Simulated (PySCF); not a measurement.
## EPR parameters of C6H10NO

C₆H₁₀NO (doublet state).
Cartesian coordinates in Å at the GFN2-xTB level; atoms count from 1:
```
atom  x, y, z in Å
C1     2.8351    0.8792   -0.0940
C2     1.8069    1.1128    0.6465
C3     0.9319    0.0585    1.3278
C4    -0.5254    0.2786    0.9604
O5    -1.2815    0.8582    1.7185
N6    -0.9247   -0.1781   -0.2494
C7    -0.0769   -0.8852   -1.1793
C8    -2.3196   -0.0695   -0.6130
H9     3.3956    0.0563   -0.4729
H10    1.4812    2.1242    0.8598
H11    1.2710   -0.9450    1.0751
H12    1.0140    0.2098    2.4058
H13    0.0178   -1.9429   -0.9113
H14    0.9129   -0.4346   -1.2206
H15   -0.5221   -0.8227   -2.1713
H16   -2.7575   -1.0610   -0.7500
H17   -2.8385    0.4452    0.1931
H18   -2.4289    0.5025   -1.5367
```

The hyperfine couplings belong to this conformer and change with its torsions.

The species is `[H]/[C]=C\CC(=O)N(C)C` [radical].

Method used: UKS B3LYP, pcH-1 on C H N O, non-relativistic, mean-field spin-orbit, GIAO (PySCF). One conformer (not necessarily the lowest) at the GFN2-xTB geometry, without solvent, vibrations or thermal averaging. The geometry wasn't refined by DFT: couplings that depend on bond lengths, twists or pyramidal angles can differ widely from those at the functional's own minimum. The SCF solution wasn't tested for stability.

* g1, g2, g3: 2.00172, 2.00221, 2.00268
* g_iso: 2.00220
* Form of g: rhombic: the two nearest values differ by 49 % of g3 − g1
* ⟨S²⟩: 0.7588 (exact 0.7500)
* α and β electrons: 31, 30
* HOMO–LUMO gap, α and β orbitals: 6.26, 4.35 eV
* Basis functions: 300

Isotropic coupling and dipolar principal values T1 to T3, in 10⁻⁴ cm⁻¹; ρ(0) is the spin density at the nucleus (1 × 10⁻⁴ cm⁻¹ = 2.998 MHz):

| atom | isotope | a_iso | T1 | T2 | T3 | Mulliken spin population | ρ(0) (bohr⁻³) |
| --- | --- | --- | --- | --- | --- | --- | --- |
| C1 | 13C | 103.0 | -27.3 | -20.0 | 47.3 | 1.03 | 0.2746 |
| C2 | 13C | -4.5 | -6.3 | 0.8 | 5.5 | -0.17 | -0.0119 |
| C3 | 13C | 25.2 | -3.0 | -2.7 | 5.8 | 0.08 | 0.0672 |
| C4 | 13C | -0.8 | -0.2 | -0.1 | 0.3 | 0.00 | -0.0020 |
| O5 | 17O | -0.5 | -1.0 | 0.4 | 0.6 | 0.01 | 0.0026 |
| N6 | 14N | 0.0 | -0.1 | 0.0 | 0.1 | 0.00 | 0.0002 |
| C7 | 13C | 0.1 | -0.1 | -0.1 | 0.3 | 0.00 | 0.0003 |
| C8 | 13C | -0.1 | 0.0 | 0.0 | 0.1 | 0.00 | -0.0002 |
| H9 | 1H | 11.5 | -10.9 | -2.2 | 13.1 | 0.00 | 0.0077 |
| H10 | 1H | 37.7 | -2.1 | -1.7 | 3.9 | 0.05 | 0.0253 |
| H11 | 1H | -1.8 | -2.1 | -0.5 | 2.6 | 0.00 | -0.0012 |
| H12 | 1H | -2.9 | -1.5 | -0.4 | 1.9 | 0.00 | -0.0020 |
| H13 | 1H | 0.1 | -0.4 | -0.3 | 0.7 | 0.00 | 0.0000 |
| H14 | 1H | 0.0 | -1.2 | -1.0 | 2.2 | 0.00 | 0.0000 |
| H15 | 1H | 0.0 | -0.3 | -0.3 | 0.6 | 0.00 | 0.0000 |
| H16 | 1H | 0.1 | -0.1 | -0.1 | 0.2 | 0.00 | 0.0001 |
| H17 | 1H | 0.0 | -0.2 | -0.1 | 0.3 | 0.00 | 0.0000 |
| H18 | 1H | 0.1 | -0.2 | -0.1 | 0.3 | 0.00 | 0.0001 |

The Mulliken spin populations are largest on C1 (+1.03), C2 (-0.17) and C3 (+0.08). C1 is the only atom above +0.15. The positive populations add up to 1.18 and the negative ones to -0.18, together 2S = 1.

Axes: g1 points within 8° of the C1–H9 bond and g2 points within 5° of the C2–C3 bond.

Under fast tumbling the dipolar parts average out, and these isotropic splittings remain: 1 × 1H (H10, I = 1/2, 2 lines) with 4.03 mT, 1 × 1H (H9, I = 1/2, 2 lines) with 1.23 mT and 2 × 1H (H11/H12, I = 1/2, 3 lines) with 0.26 mT.

Means are taken over nuclei equivalent by connectivity, which assumes that they swap fast. C7 and C8, with what hangs on them, aren't averaged: N6 is flat or nearly so (angle sum 360°), and its turn about the short N6–C4 bond (1.35 Å) is taken as slow.

The 13C coupling of C1 (308.7 MHz) shows only in satellite lines or after enrichment, since that isotope makes up about 1.07 % of natural carbon.

The spin density at the nucleus, in bohr⁻³, is negative for C2 (-0.0119), C4 (-0.0020) and H11/H12 (-0.0016), for instance. A restricted open-shell determinant has no negative spin density anywhere; here it arises because α and β orbitals differ (spin polarisation).

Time: 2.2 min (with the writing of density and orbital grids); peak memory 1.1 GiB. Hardware: one thread, Arm Neoverse N1 (aarch64), shared host.
